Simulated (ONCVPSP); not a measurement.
# Building the ONCV potential for vanadium (V) (PBEsol, scalar-relativistic).

ONCVPSP 4.0.1 was run on this input:

```
# ATOM AND REFERENCE CONFIGURATION
# atsym  z   nc   nv     iexc    psfile
  V 23.00    5    3  -116133      upf
#
#   n    l    f
    1    0    2.00
    2    0    2.00
    2    1    6.00
    3    0    2.00
    3    1    6.00
    3    2    3.00
    4    0    1.00
    4    1    1.00
#
# PSEUDOPOTENTIAL AND OPTIMIZATION
# lmax
    2
#
#   l,   rc,      ep,       ncon, nbas, qcut
    0    2.00    0.00    3    7    4.10
    1    3.75    0.00    4    8    2.20
    2    1.60    0.00    3    7    9.30
#
# LOCAL POTENTIAL
# lloc, lpopt,  rc(5),   dvloc0
    4    3    1.40    0.00
#
# VANDERBILT-KLEINMAN-BYLANDER PROJECTORs
# l, nproj, debl
    0    1    2.50
    1    2    1.90
    2    2    2.70
#
# MODEL CORE CHARGE
# icmod, fcfact, rcfact
    0    0.00    0.00
#
# LOG DERIVATIVE ANALYSIS
# epsh1, epsh2, depsh
   -2.00    5.00    0.02
#
# OUTPUT GRID
# rlmax, drl
    6.00    0.01
#
# TEST CONFIGURATIONS
# ncnf
    4
# nvcnf
#   n    l    f
    3
    3    2    3.00
    4    0    2.00
    4    1    0.00
#
    3
    3    2    3.00
    4    0    1.00
    4    1    0.00
#
    3
    3    2    3.00
    4    0    0.00
    4    1    0.00
#
    3
    3    2    2.00
    4    0    2.00
    4    1    0.00
#
```

Command:

```bash
oncvpsp.x < V.dat > V.out
```

Output (shortened: citation, most of the input echo, consistency checks and plot data are left out):

```
ONCVPSP  (Optimized Norm-Conservinng Vanderbilt PSeudopotential)
scalar-relativistic version 4.0.1

#   n    l    f        energy (Ha)
    1    0    2.00    -1.9696942E+02
    2    0    2.00    -2.2168927E+01
    2    1    6.00    -1.8527229E+01
    3    0    2.00    -2.6258654E+00
    3    1    6.00    -1.6671821E+00
    3    2    3.00    -2.3925350E-01
    4    0    1.00    -2.0361450E-01
    4    1    1.00    -7.7082528E-02

Reference configufation results
  iterations    26
  all-electron total energy (Ha)   -9.47861395D+02

Begin loop to  construct optimized pseudo wave functions
and semi-local pseudopoentials for all angular momenta

Calculating optimized projector #   1

 for l=   0

    Fraction of norm inside rc  0.123620
    Optimizing pswf for qcut=   4.10 a_B^-1,  ecut=   8.39 Ha
    Residual kinetic energy error=  1.66D-04 Ha

    Energy error per electron        Cutoff
         Ha          eV             Ha
         0.01000     0.27211        1.65
         0.00100     0.02721        5.55
         0.00010     0.00272       12.49
         0.00001     0.00027       47.35

   Wellstate for l =  1  n =  7
     eigenvalue =   1.8229
     asymptotic potential =   2.3229
     half-point radius =  6.4061

Calculating optimized projector #   1

 for l=   1

    Fraction of norm inside rc  0.402931
    Optimizing pswf for qcut=   2.20 a_B^-1,  ecut=   2.41 Ha
    Residual kinetic energy error=  5.59D-05 Ha

    Energy error per electron        Cutoff
         Ha          eV             Ha
         0.01000     0.27211        0.54
         0.00100     0.02721        0.88
         0.00010     0.00272        2.00
         0.00001     0.00027       10.22

Calculating optimized projector #   2

 for l=   1

    Fraction of norm inside rc  0.256290
    Optimizing pswf for qcut=   2.20 a_B^-1,  ecut=   2.41 Ha
    Residual kinetic energy error=  4.08D-02 Ha

    Energy error per electron        Cutoff
         Ha          eV             Ha
         0.01000     0.27211        3.89
         0.00100     0.02721       12.77
         0.00010     0.00272       18.94
         0.00001     0.00027       22.51

   Wellstate for l =  2  n =  5
     eigenvalue =   2.4607
     asymptotic potential =   2.9607
     half-point radius =  3.2080

Calculating optimized projector #   1

 for l=   2

    Fraction of norm inside rc  0.685628
    Optimizing pswf for qcut=   9.31 a_B^-1,  ecut=  43.33 Ha
    Residual kinetic energy error=  3.03D-06 Ha

    Energy error per electron        Cutoff
         Ha          eV             Ha
         0.01000     0.27211       27.41
         0.00100     0.02721       33.04
         0.00010     0.00272       37.40
         0.00001     0.00027       41.46

Calculating optimized projector #   2

 for l=   2

    Fraction of norm inside rc  0.135006
    Optimizing pswf for qcut=   9.31 a_B^-1,  ecut=  43.33 Ha
    Residual kinetic energy error=  3.44D-05 Ha

    Energy error per electron        Cutoff
         Ha          eV             Ha
         0.01000     0.27211       30.14
         0.00100     0.02721       36.35
         0.00010     0.00272       41.23
         0.00001     0.00027       71.08

Construct Vanderbilt / Kleinmman-Bylander projectors

B matrix Hermiticity error, ll=   1
   1   2    1.8341E-05

  Orthonormal projector coefficients  2.8145E+00  3.4109E-01

B matrix Hermiticity error, ll=   2
   1   2   -1.7218E-04

  Orthonormal projector coefficients -7.3320E+00 -1.8543E+00

Pseudoatom total energy   -5.739315

Diagnostic tests using Vanderbilt-Kleinman-Bylander pseudopotentials
  1 or more projectors used as specified by nproj input data

   l    rcore       rmatch      e in        delta e   norm test  slope test

   0   2.0043951   2.0652528  -0.2036145  -0.0000271   0.9998844   1.0001994

   1   3.7563954   3.8704477  -0.0770825  -0.0000001   1.0000022   1.0000072
   1   3.7563954   3.8704477   1.8229175   0.0000030   1.0000556   1.0000556

   2   1.6064161   1.6551903  -0.2392535  -0.0000247   1.0000309   0.9999710
   2   1.6064161   1.6551903   2.4607465  -0.0000726   1.0001560   1.0001560

 Testing for bound ghosts
   n   l    E NL Schr. Eq   E Basis Diag.   E Cutoff

       0                       -0.917235     46.05  WARNING - GHOST(-)
   1   0       -0.203642       -0.182534     46.05

   2   1       -0.077083       -0.075841     21.35

   3   2       -0.239278       -0.234812     99.98

 Testing for highly-localized positive-energy ghosts
       l    <radius>/rc     E Basis Diag.   E Cutoff

       1        0.645867        2.401545     21.35  WARNING - GHOST(+)

Test configuration 0

   n   l     f        eae           eps        diff
   1   0  2.0000 -196.96941782
   2   0  2.0000  -22.16892715
   2   1  6.0000  -18.52722924
   3   0  2.0000   -2.62586539
   3   1  6.0000   -1.66718206
   3   2  3.0000   -0.23925350   -0.23927820   -2.47D-05
   4   0  1.0000   -0.20361450   -0.20364159   -2.71D-05
   4   1  1.0000   -0.07708253   -0.07708259   -5.80D-08

    Total energies and differences
      AE_ref= -9.47861395D+02  AE_tst= -9.47861395D+02  dif=  0.00D+00
      PS_ref= -5.73931482D+00  PS_tst= -5.73931482D+00  dif=  1.78D-15
      PSP excitation error= -1.78D-15

Test configuration 1

   n   l     f        eae           eps        diff
   1   0  2.0000 -196.91688248
   2   0  2.0000  -22.11901744
   2   1  6.0000  -18.47718504
   3   0  2.0000   -2.57372609
   3   1  6.0000   -1.61501952
   3   2  3.0000   -0.19050676   -0.19044317    6.36D-05
   4   0  2.0000   -0.17331107   -0.17348018   -1.69D-04

    Total energies and differences
      AE_ref= -9.47861395D+02  AE_tst= -9.47985168D+02  dif= -1.24D-01
      PS_ref= -5.73931482D+00  PS_tst= -5.86331409D+00  dif= -1.24D-01
      PSP excitation error=  2.26D-04

Test configuration 2

   n   l     f        eae           eps        diff
   1   0  2.0000 -197.19962580
   2   0  2.0000  -22.39561771
   2   1  6.0000  -18.75431344
   3   0  2.0000   -2.85330077
   3   1  6.0000   -1.89493952
   3   2  3.0000   -0.46505150   -0.46456945    4.82D-04
   4   0  1.0000   -0.40066232   -0.40127241   -6.10D-04

    Total energies and differences
      AE_ref= -9.47861395D+02  AE_tst= -9.47700359D+02  dif=  1.61D-01
      PS_ref= -5.73931482D+00  PS_tst= -5.57801708D+00  dif=  1.61D-01
      PSP excitation error= -2.62D-04

Test configuration 3

   n   l     f        eae           eps        diff
   1   0  2.0000 -197.53293121
   2   0  2.0000  -22.71999744
   2   1  6.0000  -19.07944930
   3   0  2.0000   -3.17992464
   3   1  6.0000   -2.22132154
   3   2  3.0000   -0.78157899   -0.77575937    5.82D-03

    Total energies and differences
      AE_ref= -9.47861395D+02  AE_tst= -9.47178390D+02  dif=  6.83D-01
      PS_ref= -5.73931482D+00  PS_tst= -5.05785239D+00  dif=  6.81D-01
      PSP excitation error=  1.54D-03

Test configuration 4

   n   l     f        eae           eps        diff
   1   0  2.0000 -197.42373795
   2   0  2.0000  -22.65426228
   2   1  6.0000  -19.00991820
   3   0  2.0000   -3.06856999
   3   1  6.0000   -2.10125237
   3   2  2.0000   -0.64054712   -0.65110025   -1.06D-02
   4   0  2.0000   -0.46053892   -0.46035331    1.86D-04

    Total energies and differences
      AE_ref= -9.47861395D+02  AE_tst= -9.47581068D+02  dif=  2.80D-01
      PS_ref= -5.73931482D+00  PS_tst= -5.45439578D+00  dif=  2.85D-01
      PSP excitation error= -4.59D-03
```

Note: ghosts flagged at negative energy: s at -25.0 eV; GHOST(+) flagged for p at 65.3 eV. A true bound ghost makes a file unfit for plane-wave use.

The run took about 3.5 s on one core of a shared server CPU.
